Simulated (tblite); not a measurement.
Species: C7H6N2S.
Cartesian coordinates in Å at the GFN2-xTB level; atoms count from 1:
```
atom  x, y, z in Å
N1     3.476   -0.836    0.337
C2     2.331   -0.778    0.273
C3     0.928   -0.669    0.201
C4     0.126   -1.784    0.446
C5    -1.248   -1.669    0.413
C6    -1.827   -0.445    0.111
C7    -1.040    0.659   -0.155
S8    -1.834    2.214   -0.536
C9     0.359    0.586   -0.093
N10    1.140    1.672   -0.374
H11    0.598   -2.728    0.671
H12   -1.872   -2.526    0.611
H13   -2.901   -0.341    0.074
H14   -1.092    2.480   -1.613
H15    2.122    1.595   -0.160
H16    0.726    2.579   -0.218
```

All values are computed: GFN2-xTB (tblite) harmonic vibrations without scaling, gas phase. Against measured fundamentals such values can be off by several per cent, at times by over 20. Modes of hydrogen on sulfur can be 10 to 20 % off. One conformer, not necessarily the lowest.

Harmonic wavenumbers (cm⁻¹): 83.2, 122.4, 159.7, 178.0, 237.2, 241.8, 354.6, 381.1, 392.7, 450.5, 457.2, 497.1, 553.4, 558.7, 563.6, 626.0, 671.0, 793.0, 825.0, 834.3, 854.3, 897.2, 911.3, 1030.7, 1111.6, 1155.1, 1195.3, 1238.2, 1289.6, 1333.2, 1434.3, 1437.2, 1501.4, 1543.8, 1585.4, 2364.3, 2399.1, 3093.6, 3098.3, 3109.6, 3433.4, 3497.2.

A = 2049, B = 897.8, C = 626.1 MHz; mass 150.025 u (most abundant isotopes); point group C1, symmetry number 1.

Question: What is the zero-point energy?

Answer: ½Σν̃ = 24247 cm⁻¹ = 290.06 kJ/mol.

Question: Entropy at 400 K, 1 bar (ideal gas, RRHO, classical rotation)?

Answer: Translation 177.46, rotation 129.24, vibration 145.21: S = 451.9 J/(mol K).

Question: And Cp and H(400 K) − H(0)?

Answer: Cp = 196.70 J/(mol K), of which vibrations give 163.44 (their classical limit is 42 R = 349.2); H(400 K) − H(0) = 46.01 kJ/mol without the zero-point energy, 32.71 from vibrations.

Question: What must be added to the electronic energy to get the Gibbs energy at 400 K and 1 bar?

Answer: ZPE + [H(400 K) − H(0)] − T·S = 290.06 + 46.01 − 180.76 = 155.31 kJ/mol.

Question: Blend soft modes into free rotors: weight 1/[1 + (100 cm⁻¹/ν̃)⁴] for the oscillator and the rest for a rotor with moment μB/(μ + B), μ = h/(8π²ν), B = 10⁻⁴⁴ kg m². What vibrational entropy results?

Answer: 140.98 J/(mol K) in place of 145.21, which changes −T·S at 400 K by +1.69 kJ/mol.

Hindered rotation and anharmonicity are outside this model. Other conformers, if any are populated, would add a mixing term that is left out. The structure is chiral; the term R ln 2 for an equal mix with its mirror image is left out.
